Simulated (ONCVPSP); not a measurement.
# Transferability test, ONCV potential for vanadium (V)

vanadium, optimised norm-conserving Vanderbilt (ONCV), made with ONCVPSP 4.0.1 (LDA (Perdew-Zunger), scalar-relativistic). Core [Ar], reference 3d3 4s2. Waves: 4s: rc 2.35 bohr, ncon 4, nbas 8, qcut 3.6 1/bohr, 1 projector; p scattering state at 0.08 Ha: rc 2.35 bohr, ncon 4, nbas 7, qcut 3 1/bohr, 1 projector; 3d: rc 2.00 bohr, ncon 3, nbas 8, qcut 7.9 1/bohr, 2 projectors, debl 2.8 Ha. Local part: polynomial inside 1.45 bohr (lpopt 5, dvloc0 4 Ha). Core correction: Teter function, fcfact 3.5, rcfact 1.1.

Energies are relative to the spin-unpolarised reference configuration 3d3 4s2; without spin polarisation the order of configurations can differ from experiment.

| valence configuration | charge | ΔE all-electron (eV) | error AE − PS (meV) |
| --- | --- | --- | --- |
| 3d3 4s1 | +1 | 7.941 | +8.7 |
| 3d2 4s0 | +3 | 51.645 | +208 |
| 3d3 4s0 4p1 | +1 | 12.118 | +23 |

Question: What are ΔE and the potential's error for 3d3 4s0?

Answer: ΔE = 22.486 eV all-electron; the error (AE − PS) is +62 meV.

Levels in the configuration 3d3 4s0:

| level | all-electron (eV) | pseudo (eV) |
| --- | --- | --- |
| 3d | -21.585 | -21.459 |

Note: no bound ghost flagged; GHOST(+) flagged for s at 16.0 eV.
